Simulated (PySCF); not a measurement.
Isomers of [C8H13]+ (charge +1), from PBE0-D3(BJ)/def2-SVP geometry optimisation, gas phase in PySCF 2.14.0. One conformer each, no zero-point energy, no frequencies.

Task: Which isomer lies lower at this level?
A. `[CH3:1][CH+:2]/[CH:3]=[CH:4]/[CH:5]1[CH2:6][CH2:7][CH2:8]1` (charge +1) with C1–C2–C3–C4 178°, C3–C4–C5–C6 162°, C4–C5–C6–C7 128°, C5–C6–C7–C8 -19°, C6–C7–C8–C5 18°, C4–C5–C8–C7 -140°: A = 7741, B = 769.9, C = 743.1 MHz, dipole 4.03 D
B. `[CH:1]#[C:2][C+:3]([CH3:4])[CH2:5][CH:6]([CH3:7])[CH3:8]` (charge +1) with C2–C3–C5–C6 98°, C3–C5–C6–C7 176°: A = 3043, B = 1284, C = 1066 MHz, dipole 3.59 D

Result: A. That is `C[CH+]/C=C/C1CCC1`, 27.7 kcal/mol below the other.

```csv
SMILES,mapped SMILES,E (Eh),relative (kcal/mol),relative (kJ/mol),dipole about centre of mass (D)
C[CH+]/C=C/C1CCC1,[CH3:1][CH+:2]/[CH:3]=[CH:4]/[CH:5]1[CH2:6][CH2:7][CH2:8]1,-311.76663,0.0,0.0,4.03
C#C[C+](C)CC(C)C,[CH:1]#[C:2][C+:3]([CH3:4])[CH2:5][CH:6]([CH3:7])[CH3:8],-311.72254,27.7,115.7,3.59
```

As drawn, the lower has a four-membered ring, which the higher lacks.
